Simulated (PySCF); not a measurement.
VBr: from constants to spectrum

r²SCAN constants of VBr, ⁵Δ (quintet), unpaired electrons σ ↑, π ↑↑, δ ↑ (PySCF, no relativity, basis sets V def2-TZVPP, Br def2-TZVPP; masses 50.9440 and 78.9183 u):

| Quantity | Value |
| --- | --- |
| ωe | 306.5 cm⁻¹ |
| ωexe | 0.911 cm⁻¹ |
| Be | 0.096482 cm⁻¹ |
| αe | 0.000400 cm⁻¹ |
| D (centrifugal) | 3.82e-08 cm⁻¹ |

**Question.** Give the vibrational terms G(v) and spacings up to v = 6.

**Answer.** G(v) = ωe(v+½) − ωexe(v+½)².

```
v  G(v) (cm⁻¹)  G(v) − G(v−1)  Bv (cm⁻¹)
0        153.0                   0.09628
1        457.7          304.7    0.09588
2        760.6          302.9    0.09548
3       1061.6          301.0    0.09508
4       1360.8          299.2    0.09468
5       1658.2          297.4    0.09428
6       1953.8          295.6    0.09388
```

De is left out where the level can put another filling of the metal’s s and d shells below the measured ground configuration, by anything from nothing to about 1 eV. Spin–orbit coupling is left out. The state is the lowest single determinant that the PBE0 search found; with open d or f shells the true ground state can be another one.
